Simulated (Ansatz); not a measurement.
A search over several starts for the lowest SCF solution of the cluster W₂O₂⁺ at the given spin, in a small basis.

```yaml
crystal:
  periodic: [false, false, false]
  atoms:
    - {symbol: W, position_ang: [-0.232045, -0.955395, 0.693420]}
    - {symbol: W, position_ang: [0.203755, 0.838941, -0.608888]}
    - {symbol: O, position_ang: [-1.145349, -0.364123, -1.012184]}
    - {symbol: O, position_ang: [1.173638, 0.480577, 0.927662]}
basis:
  gaussian: {orbitals: def2-SVP, initial_orbitals: start.molden}
total_charge: 1
magnetization: {spin_polarized: true, initial_magnetization: 1}
hamiltonian: {xc: pbe0, dispersion: d4}
output: {orbitals: {seedname: orbitals}}
```

The file start.molden holds the orbitals of an earlier run on this structure, at another level or in another basis.

```sh
$ ansatz run in.yaml --threads 4 --pin off --events-out ev --progress --plain --max-ram 3916MiB
```

Output, abridged:

```
Functional definition: PBE0
886 factors; integrals over basis functions are off by at most 7.2e-4 eV
mean field evaluation 1: about -7727.8079 eV, gradient 1.7e1 eV
mean field evaluation 2: about -7728.0899 eV, gradient 4.7e-1 eV
mean field evaluation 4: about -7728.2661 eV, gradient 9.4e-3 eV
mean field evaluation 8: about -7703.0542 eV, gradient 8.0e1 eV
mean field evaluation 16: about -7653.8643 eV, gradient 5.6e2 eV
mean field evaluation 32: about -7651.1313 eV, gradient 5.0e2 eV
mean field evaluation 64: about -7721.7640 eV, gradient 3.5e1 eV
mean field evaluation 96: about -7655.7222 eV, gradient 5.8e2 eV
mean field evaluation 128: about -7703.0842 eV, gradient 7.1e1 eV
mean field evaluation 160: about -7717.8196 eV, gradient 4.4e1 eV
mean field evaluation 192: about -7555.0174 eV, gradient 1.9e2 eV
mean field evaluation 224: about -7727.6058 eV, gradient 2.2e-1 eV
mean field evaluation 256: about -7727.7828 eV, gradient 1.3e-2 eV
mean field evaluation 288: about -7728.2661 eV, gradient 2.9e-5 eV
mean field evaluation 320: about -7725.2679 eV, gradient 7.2e0 eV
mean field evaluation 352: about -7727.0614 eV, gradient 7.0e-1 eV
mean field -7728.26610864 eV, -284.0085410855 hartree, gradient 5.8e-5 eV, S^2 2.007566; 15 other end points of the search recorded, 0 dependent functions left out
reference -7728.26614537 eV, -284.0085424355 hartree; 22, 21 occupied and 70, 71 virtual orbitals, 886 factors
Total energy: -7728.36849072 eV, -284.0123035577 hartree
```

Run time 26 s (4 threads of Arm Neoverse V2 on a shared host).

Other converged states that the search met: 0.48 eV higher (⟨S²⟩ = 1.80), 1.14 eV higher (⟨S²⟩ = 1.98).

In the def2 sets W takes a core potential; there is no spin–orbit coupling. The charge 1 doublet is spin-contaminated (final ⟨S²⟩ up to 2.01, 0.75 for a pure state). The structure comes from a short search, and lower isomers may exist.
